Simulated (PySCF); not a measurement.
C6H5Cl, charge +1, doublet (typed; the unrestricted solution is spin-contaminated), geometry from GFN2-xTB (a state made from the parent by changing its charge; the spin is typed, not shown lowest), with bond 8-3 at 2.2 times its length; PBE/STO-3G run with PySCF.

Input for PySCF:
```python
from pyscf import gto, scf, dft

mol = gto.Mole()
mol.atom = '''
    Cl    2.206881    0.176401    0.001583
    C     0.531721    0.042502    0.000381
    C    -0.270565    1.212871    0.019699
    C    -1.638170    1.093489    0.018556
    C    -2.234624   -0.178619   -0.001603
    C    -1.443642   -1.339826   -0.020766
    C    -0.074437   -1.240448   -0.019947
    H     0.772989    3.346355    0.053483
    H    -2.260376    1.975973    0.033132
    H    -3.312284   -0.264759   -0.002375
    H    -1.917744   -2.309940   -0.036129
    H     0.547951   -2.122549   -0.034517
'''
mol.basis = 'sto-3g'
mol.charge = 1
mol.spin = 1
mol.verbose = 4
mol.build()

mf = dft.UKS(mol)
mf.xc = 'pbe'
mf.kernel()
mo_i, mo_e, stable_i, stable_e = mf.stability(internal=True, external=False, return_status=True, nroots=6, tol=1e-6)
print('internally stable:', stable_i, ' externally stable:', stable_e)
if not stable_i:
    umf = mf.copy()
    umf.scf_summary = {}
    umf.kernel(umf.make_rdm1(mo_i, mf.mo_occ))
```

Task: Write the output that PySCF gives for this input, abridged.

Result: 
```
PySCF version 2.14.0

[INPUT] verbose = 4
[INPUT] num. atoms = 12
[INPUT] num. electrons = 57
[INPUT] charge = 1
[INPUT] spin (= nelec alpha-beta = 2S) = 1
[INPUT] symmetry False subgroup None
[INPUT] Mole.unit = angstrom
[INPUT] Symbol           X                Y                Z      unit          X                Y                Z       unit  Magmom
[...]
nuclear repulsion = 313.160683861614
number of shells = 28
number of NR pGTOs = 132
number of NR cGTOs = 44
basis = sto-3g
ecp = {}

******** <class 'pyscf.dft.uks.UKS'> ********
method = UKS
initial guess = minao
damping factor = 0
level_shift factor = 0
DIIS = <class 'pyscf.scf.diis.CDIIS'>
diis_start_cycle = 1
diis_space = 8
diis_damp = 0
SCF conv_tol = 1e-09
SCF conv_tol_grad = None
SCF max_cycles = 50
direct_scf = True
direct_scf_tol = 1e-13
number electrons alpha = 29  beta = 28
XC library pyscf.dft.libxc version 7.1.2
    S. Lehtola, C. Steigemann, M. J. T. Oliveira, and M. A. L. Marques,  SoftwareX 7, 1–5 (2018)
XC functionals = pbe
    J. P. Perdew, K. Burke, and M. Ernzerhof,  Phys. Rev. Lett. 77, 3865 (1996)
    J. P. Perdew, K. Burke, and M. Ernzerhof,  Phys. Rev. Lett. 78, 1396 (1997)
    J. P. Perdew, K. Burke, and M. Ernzerhof,  Phys. Rev. Lett. 77, 3865 (1996)
    J. P. Perdew, K. Burke, and M. Ernzerhof,  Phys. Rev. Lett. 78, 1396 (1997)
radial grids:
    Treutler-Ahlrichs [JCP 102, 346 (1995); DOI:10.1063/1.469408] (M4) radial grids

becke partition: Becke, JCP 88, 2547 (1988); DOI:10.1063/1.454033
pruning grids: <function nwchem_prune>
grids dens level: 3
symmetrized grids: False
atomic radii adjust function: <function treutler_atomic_radii_adjust>
small_rho_cutoff = 0
Set gradient conv threshold to 3.16228e-05
tot grids = 152632
init E= -684.042030472355

cycle= 1 E= -682.902623053121  delta_E= 1.14  |g|= 0.244  |ddm|= 3.61
cycle= 2 E= -681.287999866124  delta_E= 1.61  |g|= 1.15  |ddm|=  2.8

cycle= 3 E= -682.91100247081  delta_E= -1.62  |g|= 0.297  |ddm|= 2.29
cycle= 4 E= -682.953442975087  delta_E= -0.0424  |g|= 0.249  |ddm|=  1.6
cycle= 5 E= -682.955335668281  delta_E= -0.00189  |g|= 0.176  |ddm|= 1.61
cycle= 6 E= -682.960830276862  delta_E= -0.00549  |g|= 0.155  |ddm|=  1.6
cycle= 7 E= -682.980991166915  delta_E= -0.0202  |g|= 0.135  |ddm|= 0.245
cycle= 8 E= -682.984006660055  delta_E= -0.00302  |g|= 0.106  |ddm|= 0.104
cycle= 9 E= -682.959113337091  delta_E= 0.0249  |g|= 0.168  |ddm|= 1.59
cycle= 10 E= -682.959814790424  delta_E= -0.000701  |g|= 0.167  |ddm|= 0.0317
cycle= 11 E= -682.960279538119  delta_E= -0.000465  |g|= 0.166  |ddm|= 0.00752
cycle= 12 E= -682.960769738881  delta_E= -0.00049  |g|= 0.163  |ddm|= 0.00735
cycle= 13 E= -682.976068961838  delta_E= -0.0153  |g|= 0.124  |ddm|= 1.59
cycle= 14 E= -682.947052785167  delta_E= 0.029  |g|= 0.16  |ddm|= 0.228
cycle= 15 E= -682.961561756607  delta_E= -0.0145  |g|= 0.139  |ddm|= 0.0958
cycle= 16 E= -682.965991331029  delta_E= -0.00443  |g|= 0.127  |ddm|= 0.0399
cycle= 17 E= -682.966851733191  delta_E= -0.00086  |g|= 0.125  |ddm|= 0.01
cycle= 18 E= -682.624913865478  delta_E= 0.342  |g|= 0.483  |ddm|= 2.22
cycle= 19 E= -682.607119652882  delta_E= 0.0178  |g|= 0.503  |ddm|= 0.0485
cycle= 20 E= -682.599107013079  delta_E= 0.00801  |g|= 0.506  |ddm|= 0.0587
cycle= 21 E= -682.563136932053  delta_E= 0.036  |g|= 0.542  |ddm|= 0.0818
cycle= 22 E= -682.570868474937  delta_E= -0.00773  |g|= 0.544  |ddm|= 0.122
cycle= 23 E= -682.939819645831  delta_E= -0.369  |g|= 0.246  |ddm|= 2.24
cycle= 24 E= -682.978106600844  delta_E= -0.0383  |g|= 0.167  |ddm|= 0.304
cycle= 25 E= -682.957866137862  delta_E= 0.0202  |g|= 0.167  |ddm|= 1.61
cycle= 26 E= -682.963316377115  delta_E= -0.00545  |g|= 0.139  |ddm|= 1.59
cycle= 27 E= -682.987322109339  delta_E= -0.024  |g|= 0.111  |ddm|= 0.291
cycle= 28 E= -682.989113814119  delta_E= -0.00179  |g|=  0.1  |ddm|= 0.0409
cycle= 29 E= -682.953235059473  delta_E= 0.0359  |g|= 0.184  |ddm|=  1.6
cycle= 30 E= -682.95395069528  delta_E= -0.000716  |g|= 0.185  |ddm|= 0.0327
[...]

cycle= 41 E= -682.943296749065  delta_E= 4.27e-05  |g|= 0.205  |ddm|= 0.0861
cycle= 42 E= -682.950608497444  delta_E= -0.00731  |g|= 0.19  |ddm|= 0.0817
cycle= 43 E= -682.95525703345  delta_E= -0.00465  |g|= 0.176  |ddm|= 0.0418
cycle= 44 E= -682.983039216473  delta_E= -0.0278  |g|= 0.101  |ddm|= 1.59
cycle= 45 E= -682.958335017015  delta_E= 0.0247  |g|= 0.175  |ddm|= 1.57
cycle= 46 E= -682.983131101929  delta_E= -0.0248  |g|= 0.114  |ddm|= 1.58
cycle= 47 E= -682.972369441443  delta_E= 0.0108  |g|= 0.13  |ddm|= 0.123
cycle= 48 E= -682.973495003406  delta_E= -0.00113  |g|= 0.128  |ddm|= 0.0127
cycle= 49 E= -682.980575605441  delta_E= -0.00708  |g|= 0.121  |ddm|=  0.1
cycle= 50 E= -682.999395419489  delta_E= -0.0188  |g|= 0.0613  |ddm|= 0.586
SCF not converged.
SCF energy = -682.999395419489 after 50 cycles  <S^2> = 0.89959355  2S+1 = 2.144382
uhf_internal: lowest eigs of H = [-0.07152527 -0.06203731 -0.01467839 -0.00641013  0.02805444  0.03537669]
<class 'pyscf.dft.uks.UKS'> wavefunction has an internal instability
internally stable: False  externally stable: None

******** <class 'pyscf.dft.uks.UKS'> ********
method = UKS
initial guess = minao
damping factor = 0
level_shift factor = 0
DIIS = <class 'pyscf.scf.diis.CDIIS'>
diis_start_cycle = 1
diis_space = 8
diis_damp = 0
SCF conv_tol = 1e-09
SCF conv_tol_grad = None
SCF max_cycles = 50
direct_scf = True
direct_scf_tol = 1e-13
number electrons alpha = 29  beta = 28
XC library pyscf.dft.libxc version 7.1.2
    S. Lehtola, C. Steigemann, M. J. T. Oliveira, and M. A. L. Marques,  SoftwareX 7, 1–5 (2018)
XC functionals = pbe
    J. P. Perdew, K. Burke, and M. Ernzerhof,  Phys. Rev. Lett. 77, 3865 (1996)
    J. P. Perdew, K. Burke, and M. Ernzerhof,  Phys. Rev. Lett. 78, 1396 (1997)
    J. P. Perdew, K. Burke, and M. Ernzerhof,  Phys. Rev. Lett. 77, 3865 (1996)
    J. P. Perdew, K. Burke, and M. Ernzerhof,  Phys. Rev. Lett. 78, 1396 (1997)
radial grids:
    Treutler-Ahlrichs [JCP 102, 346 (1995); DOI:10.1063/1.469408] (M4) radial grids

becke partition: Becke, JCP 88, 2547 (1988); DOI:10.1063/1.454033
pruning grids: <function nwchem_prune>
grids dens level: 3
symmetrized grids: False
atomic radii adjust function: <function treutler_atomic_radii_adjust>
small_rho_cutoff = 0
Set gradient conv threshold to 3.16228e-05
init E= -682.98406811573
cycle= 1 E= -682.757600424952  delta_E= 0.226  |g|= 0.535  |ddm|= 1.37
cycle= 2 E= -680.570508112214  delta_E= 2.19  |g|= 1.52  |ddm|= 3.03

cycle= 3 E= -682.800457906312  delta_E= -2.23  |g|= 0.495  |ddm|= 2.48
cycle= 4 E= -682.948244196543  delta_E= -0.148  |g|= 0.263  |ddm|= 1.71
cycle= 5 E= -682.981190864488  delta_E= -0.0329  |g|= 0.192  |ddm|= 1.52
cycle= 6 E= -683.004673062151  delta_E= -0.0235  |g|= 0.131  |ddm|= 0.433
cycle= 7 E= -683.014163833477  delta_E= -0.00949  |g|= 0.0586  |ddm|= 0.333
cycle= 8 E= -683.017490001673  delta_E= -0.00333  |g|= 0.0321  |ddm|=  0.2
cycle= 9 E= -683.015634689923  delta_E= 0.00186  |g|= 0.0521  |ddm|= 0.305
cycle= 10 E= -683.018278397442  delta_E= -0.00264  |g|= 0.0108  |ddm|= 0.267
cycle= 11 E= -683.018246023212  delta_E= 3.24e-05  |g|= 0.011  |ddm|= 0.0926
cycle= 12 E= -683.018331647357  delta_E= -8.56e-05  |g|= 0.00673  |ddm|= 0.105
cycle= 13 E= -683.018378486529  delta_E= -4.68e-05  |g|= 0.000906  |ddm|= 0.0339
cycle= 14 E= -683.018379242613  delta_E= -7.56e-07  |g|= 0.000258  |ddm|= 0.00369
cycle= 15 E= -683.0183791051  delta_E= 1.38e-07  |g|= 0.000453  |ddm|= 0.00248
cycle= 16 E= -683.018379303981  delta_E= -1.99e-07  |g|= 0.0001  |ddm|= 0.00183
cycle= 17 E= -683.018379316748  delta_E= -1.28e-08  |g|= 5.48e-05  |ddm|= 0.000585
cycle= 18 E= -683.018379320112  delta_E= -3.36e-09  |g|= 1.05e-05  |ddm|= 0.000231
cycle= 19 E= -683.018379320159  delta_E= -4.66e-11  |g|= 1.05e-05  |ddm|= 0.000119
Extra cycle  E= -683.018379284833  delta_E= 3.53e-08  |g|= 0.000184  |ddm|= 0.00111
SCF not converged.
SCF energy = -683.018379284833 after 50 cycles  <S^2> = 1.3134254  2S+1 = 2.5007402
```

Convergence was not reached.
